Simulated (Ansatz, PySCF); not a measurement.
Gas-phase reaction (SMILES): CCB(OC)OC + 6 [H][H] (H2) -> B (BH3) + 4 C (CH4) + 2 O (H2O); energy of full hydrogenation.

Structures are relaxed separately at B3LYP-D3(BJ)/def2-TZVP in Ansatz (a program for electronic structure), one conformer each, not searched for the lowest. Valence correlation only, unless marked. No spin-orbit coupling. Non-relativistic. CBS(X,Y): correlation extrapolated as X^-3; Hartree-Fock from the larger set. The bracket is a focal-point correction in the basis named. Thermal terms are rigid-rotor harmonic-oscillator values from B3LYP-D3(BJ) frequencies (Ansatz or PySCF) at 298.15 K and 1 atm. 1 Eh = 627.5095 kcal/mol.

```json
[
 {"species": "CCB(OC)OC", "E, RI-MP2/CBS(aug-cc-pVTZ,aug-cc-pVQZ)+[CCSD(T)-MP2]/aug-cc-pVTZ (Ansatz) (Eh)": "-334.05516", "E, wB97X-V/def2-TZVPD (Ansatz) (Eh)": "-334.45963", "H - E (Eh)": "0.16584"},
 {"species": "[H][H] (H2)", "E, RI-MP2/CBS(aug-cc-pVTZ,aug-cc-pVQZ)+[CCSD(T)-MP2]/aug-cc-pVTZ (Ansatz) (Eh)": "-1.17524", "E, wB97X-V/def2-TZVPD (Ansatz) (Eh)": "-1.17238", "H - E (Eh)": "0.01336"},
 {"species": "B (BH3)", "E, RI-MP2/CBS(aug-cc-pVTZ,aug-cc-pVQZ)+[CCSD(T)-MP2]/aug-cc-pVTZ (Ansatz) (Eh)": "-26.55177", "E, wB97X-V/def2-TZVPD (Ansatz) (Eh)": "-26.60537", "H - E (Eh)": "0.03008"},
 {"species": "C (CH4)", "E, RI-MP2/CBS(aug-cc-pVTZ,aug-cc-pVQZ)+[CCSD(T)-MP2]/aug-cc-pVTZ (Ansatz) (Eh)": "-40.46129", "E, wB97X-V/def2-TZVPD (Ansatz) (Eh)": "-40.51531", "H - E (Eh)": "0.04840"},
 {"species": "O (H2O)", "E, RI-MP2/CBS(aug-cc-pVTZ,aug-cc-pVQZ)+[CCSD(T)-MP2]/aug-cc-pVTZ (Ansatz) (Eh)": "-76.37791", "E, wB97X-V/def2-TZVPD (Ansatz) (Eh)": "-76.43464", "H - E (Eh)": "0.02495"}
]
```

Q: Work out ΔE and ΔH at 298.15 K at the first level, then ΔH at the second.

A: 
1. ΔE = [(-26.55177) + 4×(-40.46129) + 2×(-76.37791)] - [(-334.05516) + 6×(-1.17524)] = -0.04615 Eh = -29.0 kcal/mol at RI-MP2/CBS(aug-cc-pVTZ,aug-cc-pVQZ)+[CCSD(T)-MP2]/aug-cc-pVTZ.
2. The terms H - E add up to 0.02758 Eh, so ΔH = (-0.04615 + (0.02758))×627.5095 = -11.7 kcal/mol.
3. At wB97X-V/def2-TZVPD the same steps give ΔE = -26.3 and ΔH = -9.0 kcal/mol, a shift of +2.7 from the first level.
4. These values are not checked against measurement here, since the tables used lack a sound gas-phase enthalpy of formation for at least one species.
